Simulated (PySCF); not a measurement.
C₂H₈O₂Si, SMILES C[C@H](O)[SiH2]O.

Geometry: PBE0-D3(BJ)/def2-SVP. The structure was generated by enumeration; whether it is a known compound was not checked. Other conformers were not sampled.

Level of theory: PBE0-D3(BJ)/def2-SVP (PySCF).

Frequencies are harmonic and unscaled.

```
mode  ν (cm⁻¹)  IR (km/mol)  Raman (Å⁴/amu)  depolarisation  moving atoms (share of kinetic energy)
----  --------  -----------  --------------  --------------  --------------------------------------
1           68          2.9             0.1            0.75         O 49 %, H 25 %, Si 15 %, C 12 %
2          156          7.9             0.4            0.68                  O 58 %, H 19 %, C 16 %
3          233          1.8             0.5            0.75                    H 77 %, C 9 %, O 8 %
4          284          3.4             0.6            0.22         H 51 %, O 23 %, Si 13 %, C 12 %
5          289          6.6             1.5            0.60          H 38 %, C 28 %, O 25 %, Si 9 %
6          344         76.4             1.3            0.72                           H 86 %, O 8 %
7          419         27.9             2.3            0.75                  H 33 %, C 32 %, O 27 %
8          483        140.0             0.8            0.59                           H 89 %, O 9 %
9          573         23.8            13.5            0.29         H 48 %, Si 22 %, C 20 %, O 10 %
10         702         39.0             6.5            0.33                 H 57 %, C 23 %, Si 17 %
11         732         23.2            13.3            0.70                          H 83 %, C 12 %
12         837         46.7            10.3            0.70                          H 71 %, O 25 %
13         892         71.7             4.0            0.38         O 41 %, Si 24 %, H 23 %, C 12 %
14         920         30.2             6.7            0.57         H 51 %, O 20 %, C 18 %, Si 10 %
15         963        270.8             9.8            0.71                                  H 89 %
16         971        129.3             9.1            0.70                          H 86 %, Si 8 %
17         999         61.6             3.0            0.74                          H 74 %, C 15 %
18        1088         68.3             1.8            0.74                          H 65 %, C 28 %
19        1120         33.3             2.8            0.72                  C 63 %, H 20 %, O 17 %
20        1239         12.9             3.5            0.57                          H 59 %, C 39 %
21        1285         11.2             3.6            0.41                          H 69 %, C 29 %
22        1378          6.7             5.4            0.66                          H 83 %, C 15 %
23        1402         37.1             6.4            0.74                          H 76 %, C 20 %
24        1456         10.5            11.6            0.75                                  H 96 %
25        1472          5.3            13.7            0.75                                  H 96 %
26        2188        148.5           109.8            0.19                                  H 97 %
27        2249        126.8           138.8            0.22                                  H 97 %
28        3040         17.5           138.2            0.01                                  H 97 %
29        3074          9.8           108.3            0.37                                  H 92 %
30        3130         18.2            69.0            0.51                           H 91 %, C 9 %
31        3149         11.0            80.1            0.75                           H 91 %, C 9 %
32        3842        105.4            57.8            0.10                                  H 94 %
33        3851         29.2            45.0            0.33                                  H 94 %
```
